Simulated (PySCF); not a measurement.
Species: C6H13BO2.
Cartesian coordinates in Å at the PBE0-D3(BJ)/def2-SVP level; atoms count from 1:
```xyz
22
C6H13BO2 angstrom
C      3.8070   -0.2530    0.2468
C      2.5154    0.4444   -0.0278
C      1.3598    0.2017    0.5981
C      0.0585    0.8773    0.3155
B     -1.1445   -0.1008   -0.0053
O     -0.9847   -1.4296    0.2115
C     -2.0060   -2.3656   -0.0176
O     -2.3563    0.3340   -0.4603
C     -2.6271    1.6779   -0.7385
H      4.1999   -0.7460   -0.6585
H      3.6923   -1.0205    1.0268
H      4.5858    0.4552    0.5786
H      2.5326    1.2133   -0.8130
H      1.3383   -0.5765    1.3717
H      0.1730    1.6214   -0.4918
H     -0.2617    1.4670    1.2003
H     -1.5555   -3.2872   -0.4158
H     -2.7573   -1.9911   -0.7293
H     -2.5164   -2.6138    0.9278
H     -3.6789    1.7644   -1.0482
H     -2.4757    2.3227    0.1443
H     -1.9965    2.0658   -1.5570
```

The closed-shell ground state was solved at several levels (PySCF, density fitting, gas phase, non-relativistic).

```csv
level,basis functions,total energy (Eh),HOMO (eV),LUMO (eV),gap (eV),dipole (D)
wB97X-D/def2-SVPD,290,-411.4234,-8.43,1.89,10.32,1.49
PBE0/pcSseg-1,218,-411.3004,-6.54,0.98,7.52,1.63
```

(1) Estimate the row for B3LYP/pcSseg-1, a basis of 218 functions; the other rows only guide the guess.

(2) Over all these levels, which gives the widest orbital gap and which the narrowest?

(3) How far do the dipole and the HOMO energy spread over the levels?

Answers

(1) Total energy -411.8084 Eh, HOMO -6.32 eV, LUMO 0.76 eV, gap 7.08 eV, dipole 1.64 D.

(2) wB97X-D/def2-SVPD (range-separated hybrid) has the widest, 10.32 eV, and B3LYP/pcSseg-1 (global hybrid, 20 % exact exchange) the narrowest, 7.08 eV. Functional and basis both differ between the two, so the spread mixes both effects.

(3) The dipole runs from 1.49 to 1.64 D (mean 1.59 D) and the HOMO from -8.43 to -6.32 eV.

One conformer stands for the species.

The pairwise dispersion term of wB97X-D wasn't added to the energies; at a given geometry it leaves orbitals and properties as they are.
